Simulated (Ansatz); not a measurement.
Start from `[NH]=[Ta]([NH2])([OH])[Cl]` and change one atom or group to get `[NH]=[Ta]([NH2])([NH2])[OH]`.

Ansatz, PBE0-D4/def2-TZVP geometries, multiplicity 1. Each molecule was computed in one conformer, which needn't be the lowest.

Elements past krypton have def2 core potentials.

```csv
property,`[NH]=[Ta]([NH2])([OH])[Cl]`
HOMO–LUMO gap (B3LYP/def2-TZVPP) / eV,6.70
HOMO–LUMO gap (PBE0/def2-TZVPP) / eV,7.19
HOMO energy (ωB97M-V/def2-TZVPP) / eV,-10.06
LUMO energy (B3LYP/def2-TZVPP) / eV,-0.83
zero-point energy (PBE0-D4/def2-TZVP) / kJ/mol,141.4
size of the dipole moment (PBE/def2-TZVPP) / D,2.85
```

Task: What does the change do to each property? (Estimate.)

Result: Ansatz gave: 
```json
{"property": "HOMO–LUMO gap (B3LYP/def2-TZVPP) / eV", "`[NH]=[Ta]([NH2])([NH2])[OH]`": "6.59", "shift": "-0.11"}
{"property": "HOMO–LUMO gap (PBE0/def2-TZVPP) / eV", "`[NH]=[Ta]([NH2])([NH2])[OH]`": "7.15", "shift": "-0.04"}
{"property": "HOMO energy (ωB97M-V/def2-TZVPP) / eV", "`[NH]=[Ta]([NH2])([NH2])[OH]`": "-9.30", "shift": "0.76"}
{"property": "LUMO energy (B3LYP/def2-TZVPP) / eV", "`[NH]=[Ta]([NH2])([NH2])[OH]`": "-0.15", "shift": "0.68"}
{"property": "zero-point energy (PBE0-D4/def2-TZVP) / kJ/mol", "`[NH]=[Ta]([NH2])([NH2])[OH]`": "201.7", "shift": "60.3"}
{"property": "size of the dipole moment (PBE/def2-TZVPP) / D", "`[NH]=[Ta]([NH2])([NH2])[OH]`": "0.65", "shift": "-2.20"}
```

The zero-point energy changes by 60.3 kJ/mol with +6 modes. Dipoles are sizes alone; their direction can turn.

B3LYP here is the variant with VWN-RPA as its local correlation; programs differ in this.
